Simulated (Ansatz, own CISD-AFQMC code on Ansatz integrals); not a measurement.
H3BSi2, SMILES `B1=[SiH][SiH2]1` (charge 0, multiplicity 1).

Cartesian coordinates (Å):
```xyz
6

B      0.3242    -0.1959     1.3650
Si     1.5135     0.3432     0.1386
Si    -1.0013    -0.0031     0.0548
H      2.6369    -0.1502    -0.7056
H     -1.7255     1.2057    -0.4247
H     -1.7478    -1.1997    -0.4279
```
Charge 0, spin multiplicity 1.

Frozen-core energies in cc-pVDZ from Ansatz (a program for electronic structure) at a geometry from PBE0-D3(BJ)/def2-TZVP; the HF reference has <S^2> = 0.00 (restricted, and unstable towards unrestricted orbitals) and the T1 diagnostic is 0.025.

```
level  energy (Ha)
-----  -----------
HF      -604.12086
MP2     -604.40308
CCSD    -604.44148
```

Problem. Estimate the energies of CCSD(T), CCSDT, phaseless AFQMC, CISD trial (own CISD-AFQMC code on Ansatz integrals; ±0.40 mHa) and CCSDT(Q), and give each level's difference from CCSDT(Q).

Solution. 
| level | energy (Ha) | difference from CCSDT(Q) (mHa) |
|---|---|---|
| MP2 | -604.40308 | 60.39 |
| CCSD | -604.44148 | 21.98 |
| CCSD(T) | -604.46032 | 3.14 |
| CCSDT | -604.46168 | 1.78 |
| phaseless AFQMC, CISD trial (own CISD-AFQMC code on Ansatz integrals; ±0.40 mHa) | -604.46198 | 1.48 |
| CCSDT(Q) | -604.46346 | 0.00 |
